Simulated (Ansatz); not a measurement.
Abridged output of a molecular run in Ansatz:

```
Functional definition: HF
1381 factors; integrals over basis functions are off by at most 1.5e-3 eV
mean field evaluation 1: about -12330.7717 eV, gradient 3.0e1 eV
mean field evaluation 2: about -12330.9255 eV, gradient 3.0e1 eV
mean field evaluation 4: about -12333.7091 eV, gradient 2.7e0 eV
mean field evaluation 8: about -12333.7376 eV, gradient 1.8e-1 eV
mean field -12333.73767764 eV, -453.2564995456 hartree, gradient 1.4e-6 eV, S^2 0.000000; 0 other end points of the search recorded, 0 dependent functions left out
8 core orbitals not correlated: weight in the atoms' cores, before any rotation towards them, 1.000 or more for the frozen orbitals, at most 0.000 for the correlated occupied ones
reference -12333.73767764 eV, -453.2564995456 hartree; 21, 21 occupied and 98, 98 virtual orbitals, 1381 factors
second order -19.26790335 eV of doubles, -0.00000000 eV of singles
cycle   1  -20.25762022 eV  change   -9.9e-1 eV  update   9.4e-2
cycle   2  -20.77171846 eV  change   -5.1e-1 eV  update   2.7e-2
cycle   3  -20.86646967 eV  change   -9.5e-2 eV  update   1.1e-2
cycle   4  -20.86842668 eV  change   -2.0e-3 eV  update   2.8e-3
cycle   5  -20.86918640 eV  change   -7.6e-4 eV  update   1.0e-3
cycle   6  -20.86917904 eV  change    7.4e-6 eV  update   2.8e-4
cycle   7  -20.86916171 eV  change    1.7e-5 eV  update   1.0e-4
cycle   8  -20.86916859 eV  change   -6.9e-6 eV  update   2.8e-5
perturbative correction -0.63963077 eV, -0.0235059973 hartree
Total energy: -12355.24647700 eV, -454.0469333430 hartree
```

Its atoms:

```xyz
14

C    -0.108    1.383   -0.434
C     0.134    0.065    0.272
C    -1.164   -0.655    0.573
C     1.095   -0.815   -0.501
I     1.083    0.526    2.199
H    -0.772    2.031    0.140
H     0.824    1.918   -0.618
H    -0.583    1.181   -1.402
H    -1.841   -0.033    1.161
H    -0.991   -1.586    1.114
H    -1.659   -0.897   -0.375
H     0.644   -1.061   -1.470
H     1.297   -1.748    0.026
H     2.043   -0.309   -0.686
```

Problem. Which basis set was used?
A. def2-SVP
B. def2-QZVPP
C. cc-pV(Q+d)Z
D. def2-TZVPPD

Solution. A. It gives 127 functions.

Problem. Write the keys of the input that set method, charge and spin (a neutral closed shell needs none for the last two).

Solution. 
```yaml
correlation: {method: ccsd_t}
```
